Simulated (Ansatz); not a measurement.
System: MnO, net charge 0, sextet state. The spin state was set by rule; other spins were not relaxed. SMILES: [O]=[Mn]
Geometry: optimised at B3LYP-D3(BJ)/def2-TZVP (Ansatz, an electronic-structure program).

Quantity: vertical ionisation energy (to the quintet state of charge +1; each state is the SCF solution reached for its spin; the UHF <S^2> is 6.95 for the quintet (pure: 6.00) and 9.52 for the sextet (pure: 8.75); for the quintet T1 is 0.054; for the sextet T1 is 0.098), in eV. Correlated levels leave the core frozen unless marked. UHF or UKS for open shells. Spin-orbit coupling is left out. Frozen are the shells of the preceding noble gas and the d and f shells that filled before the atom's block. Non-relativistic. Basis-set limits of correlation are two-point, X^-3; Hartree-Fock from the larger set.

```tsv
level	program	vertical ionisation energy (eV)
SVWN5/def2-TZVPD	Ansatz	9.32
PBE/def2-TZVPD	Ansatz	9.03
r2SCAN/def2-TZVPD	Ansatz	8.94
PBE0/def2-TZVPD	Ansatz	8.70
BHLYP/def2-TZVPD	Ansatz	8.15
CAM-B3LYP/def2-TZVPD	Ansatz	8.77
wB97M-V/def2-TZVPD	Ansatz	8.56
```

### Question
Predict the CCSD(T)/CBS(def2-TZVPPD,def2-QZVPPD) result (Ansatz).

### Answer
8.57 eV, so wB97M-V/def2-TZVPD differs from it by -0.01 eV.
